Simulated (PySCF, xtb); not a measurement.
CH6BN, SMILES CBN.

GFN2-xTB (xtb) at its own geometry gives an orbital gap of 6.15 eV and a dipole moment of 1.81 D.

Geometry: PBE-D3(BJ)/def2-TZVP. One conformer was computed; it need not be the lowest.

**Question.** What does HF/def2-TZVPD in PySCF give? (An estimate is asked for; the answer gives what the named calculation found.)

**Answer.** gap 13.05 eV (levels -11.64 and 1.41 eV), dipole 1.34 D.
